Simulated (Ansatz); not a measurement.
Consider the ligand exchange at the Si–N bond: `F[SiH2]N[SiH2]Cl` + `SS` → `SS[SiH2]Cl` + `N[SiH2]F`.

Gas-phase electronic energies from Ansatz, PBE0-D4/def2-TZVP geometries. CBS: MP2 limit from def2 TZ/QZ plus the TZ coupled-cluster correction, frozen cores. This one scheme is used for every species. DFT in def2-TZVPP. HSE06 is defined as in plane-wave codes. One conformer a species, not always the lowest.

Task: Is it downhill or uphill in electronic energy at CCSD(T)/CBS, and by how much? (An estimate is asked.)

Result: Computed: Uphill: ΔE = +3.4 kJ/mol.

Task: What do these levels give: HSE06-D4, PBE-QIDH, PBE0, HSE06, HF/def2-QZVPP, MP2/CBS(def2)? (Best estimate.)

Result: The calculation gave: HSE06-D4 -2.8, PBE-QIDH 1.6, PBE0 -1.5, HSE06 -1.6, HF/def2-QZVPP 19.0, MP2/CBS(def2) -1.3 kJ/mol.

Task: What do rigid-rotor, harmonic-oscillator terms from PBE0-D4/def2-TZVP frequencies (298.15 K, 1 bar) make of the CCSD(T)/CBS value? (Estimate.)

Result: The calculation gave: ΔZPE = +4.4 kJ/mol, ΔH = +8.3 kJ/mol, ΔS = 5 J/(mol·K), ΔG = +7.0 kJ/mol. Modes under 50 cm⁻¹ make the entropy rough.

Largest T1 diagnostic among the species: 0.011.

At CCSD(T), def2-SVP lies +6.4 kJ/mol from the extrapolated value and def2-TZVPP +4.2 kJ/mol. From PBE to PBE0 (25 % exact exchange), in def2-TZVPP and without D4, ΔE moves by +3.7 kJ/mol. Leaving LDA and LC-ωPBE aside and taking each functional with its dispersion term where it has one, the values, not all of them listed here, spread over 14.8 kJ/mol, from PBE-D4 to CAM-B3LYP-D4.
